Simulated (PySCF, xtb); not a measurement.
Si(H)(Cl)(Br)(vinyl) (C₂H₄BrClSi), SMILES Cl[SiH](Br)C=C.

GFN2-xTB in xtb 6.7.1 at its own geometry gives an orbital gap of 4.37 eV and a dipole moment of 5.35 D.

The structure is a stationary point at PBE-D3(BJ)/def2-SVP. The values are those of a single conformer.

Task: What does HF/def2-TZVP run with PySCF give? (An estimate is asked for; the answer gives what the named calculation found.)

Result: gap 13.35 eV (levels -10.85 and 2.50 eV), dipole 2.34 D.
